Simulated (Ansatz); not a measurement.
CH₆N₂OSi, SMILES `N[Si]1(O)CN1`, relaxed with RKS PBE0-D4/def2-TZVP in Ansatz from a PBE-D4/def2-SVP geometry. The force threshold is 0.005 eV/Å; the program also tests the step.

The species carries charge 0 and has multiplicity 1.

Start:

```xyz
11

N     0.672   -0.006   -1.728
Si   -0.066    0.272   -0.190
O    -0.765    1.797   -0.207
C    -0.710   -0.860    1.116
N     0.752   -0.435    1.136
H     0.110    0.091   -2.578
H     1.296   -0.814   -1.792
H    -0.222    2.454   -0.678
H    -1.377   -0.407    1.882
H    -0.878   -1.953    1.028
H     1.188   -0.140    2.013
```

Problem. How much energy does the relaxation release, and in how many steps? (An estimate is asked.)

Solution. The calculation gave: 0.10 eV, in 10 steps, 3 of them rejected.

Problem. Which bonds change most? (Best estimate.)

Solution. Ansatz gave: Si2–O3 from 1.677 to 1.638 Å; N1–Si2 from 1.729 to 1.698 Å; Si2–N5 from 1.711 to 1.680 Å; Si2–C4 from 1.844 to 1.814 Å.

Problem. Give the relaxed structure. (An estimate is asked.)

Solution. The calculation gave: 
```xyz
11

N     0.632   -0.048   -1.693
Si   -0.057    0.264   -0.173
O    -0.724    1.759   -0.211
C    -0.709   -0.856    1.096
N     0.752   -0.416    1.134
H     0.142    0.169   -2.545
H     1.242   -0.843   -1.797
H    -0.228    2.428   -0.687
H    -1.355   -0.421    1.860
H    -0.842   -1.933    1.011
H     1.146   -0.104    2.005
```
